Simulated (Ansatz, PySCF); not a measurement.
C₂V, SMILES [C]1[C][V]1 (connectivity only; charge and spin as stated), neutral, multiplicity 4. Atoms are numbered in the order given.

```xyz
3

V     -0.0769     0.6190     0.0000
C      0.7127    -1.1448     0.0000
C     -0.5702    -1.2495     0.0000
```
Charge 0, spin multiplicity 4.

Coordinates come from a B3LYP-D3(BJ)/def2-TZVP optimisation. The spin state was assumed, not searched.

Two levels are set side by side: PBE-D3(BJ)/def2-TZVP (Ansatz, a program for electronic structure) and B3LYP-D3(BJ)/def2-TZVP (Ansatz). Each level has its own optimised geometry; the coordinates shown are those of the second. Frequencies come from the Hessian of PySCF at each geometry. Differences are taken from unrounded values.

```json
[
 {"quantity": "mean bond length (Å)", "B3LYP-D3(BJ)": "1.717"},
 {"quantity": "bond V1–C2 (Å)", "B3LYP-D3(BJ)": "1.933"},
 {"quantity": "bond V1–C3 (Å)", "B3LYP-D3(BJ)": "1.933"},
 {"quantity": "bond C2–C3 (Å)", "B3LYP-D3(BJ)": "1.287"},
 {"quantity": "highest harmonic wavenumber (cm⁻¹)", "B3LYP-D3(BJ)": "1693"},
 {"quantity": "mean harmonic wavenumber (cm⁻¹)", "B3LYP-D3(BJ)": "881"},
 {"quantity": "zero-point energy (kcal/mol)", "B3LYP-D3(BJ)": "3.78"}
]
```

Problem. What does PBE-D3(BJ) give, and how far is it from B3LYP-D3(BJ)? (An estimate is asked for; the answer gives what the named calculation found.)

Solution. 
| quantity | PBE-D3(BJ) | PBE-D3(BJ) minus B3LYP-D3(BJ) |
|---|---|---|
| mean bond length (Å) | 1.700 | -0.017 |
| bond V1–C2 (Å) | 1.893 | -0.039 |
| bond V1–C3 (Å) | 1.893 | -0.039 |
| bond C2–C3 (Å) | 1.315 | 0.028 |
| highest harmonic wavenumber (cm⁻¹) | 1566 | -128 |
| mean harmonic wavenumber (cm⁻¹) | 868 | -12 |
| zero-point energy (kcal/mol) | 3.72 | -0.05 |
